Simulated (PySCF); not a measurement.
C3H2F3, SMILES F/C=C/[C](F)F, multiplicity 2. Atoms are numbered in the order given.

```xyz
8

F     -0.1985     2.6643     0.0000
C      0.3402     1.4350     0.0000
C     -0.4942     0.3192     0.0000
C     -0.0593    -0.9900     0.0000
F     -0.8655    -2.0416     0.0000
F      1.2220    -1.3428     0.0000
H      1.4401     1.4196     0.0000
H     -1.5830     0.4765     0.0000
```
Charge 0, spin multiplicity 2.

The structure is a stationary point at PBE-D3(BJ)/def2-SVP. The isomer is the one that the SMILES or the coordinates give; other isomers of the formula were not compared. Other conformers were not sampled.

All values below come from PBE-D3(BJ)/def2-SVP (PySCF).

Harmonic, unscaled wavenumbers; measured fundamentals usually lie a few per cent lower.

Computed normal modes with their intensities:
| mode | ν (cm⁻¹) | IR (km/mol) | moving atoms (share of kinetic energy) |
|---|---|---|---|
| 1 | 158 | 2.9 | F 70 %, C 25 % |
| 2 | 168 | 1.1 | C 52 %, F 35 %, H 13 % |
| 3 | 194 | 0.0 | C 59 %, F 27 %, H 15 % |
| 4 | 349 | 0.5 | C 77 %, H 15 %, F 8 % |
| 5 | 385 | 1.8 | F 79 %, C 19 % |
| 6 | 468 | 1.3 | F 50 %, C 40 %, H 11 % |
| 7 | 581 | 16.0 | H 60 %, C 40 % |
| 8 | 593 | 1.7 | F 74 %, C 24 % |
| 9 | 820 | 39.2 | H 86 %, C 14 % |
| 10 | 908 | 82.1 | F 44 %, C 37 %, H 18 % |
| 11 | 1132 | 189.2 | C 57 %, F 34 %, H 9 % |
| 12 | 1145 | 10.4 | H 59 %, C 36 % |
| 13 | 1233 | 11.4 | H 75 %, C 17 %, F 8 % |
| 14 | 1332 | 188.2 | C 72 %, F 20 % |
| 15 | 1470 | 16.9 | C 77 %, H 17 % |
| 16 | 1597 | 203.5 | C 90 % |
| 17 | 3146 | 4.7 | H 91 %, C 9 % |
| 18 | 3150 | 5.7 | H 92 %, C 8 % |
